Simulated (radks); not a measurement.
Task: The mean radii <r> (bohr) of the occupied orbitals of an atom or ion are listed with their occupations. Calculated with a radial shooting solver on a logarithmic mesh with Libxc functionals: scalar-relativistic Kohn-Sham, PBE, spin-polarised, spherical densities, finite nucleus; Fermi nuclear charge, rms radius of each element as measured or else 0.836 A^(1/3) + 0.57 fm.

orbital  occ.      <r>
1s up       1  0.02507
1s down     1  0.02507
2s up       1   0.1075
2s down     1   0.1075
2p up       3  0.09425
2p down     3  0.09425
3s up       1   0.2852
3s down     1   0.2852
3p up       3   0.2832
3p down     3   0.2832
3d up       5   0.2600
3d down     5   0.2600
4s up       1   0.6542
4s down     1   0.6542
4p up       3   0.6931
4p down     3   0.6931
4d up       5   0.7675
4d down     5   0.7674
5s up       1    1.549
5s down     1    1.549
5p up       3    1.783
5p down     3    1.782
6s up       1    3.959
6s down     1    3.977
7s up       1    9.932

Name the element and its charge. Open shells, if any, are filled with parallel spins first.

Result: Z = 57, lanthanum, charge 0: La in [Xe] 6s2 7s1. The 1s radius gives Z: for a bare nucleus <r> = (2 gamma + 1)/(2Z) with gamma = sqrt(1 - (Z/c)^2), 0.02473 bohr for Z = 57, and screening makes it slightly larger (0.02507 here). The occupations add up to 57, and the charge is Z minus that.
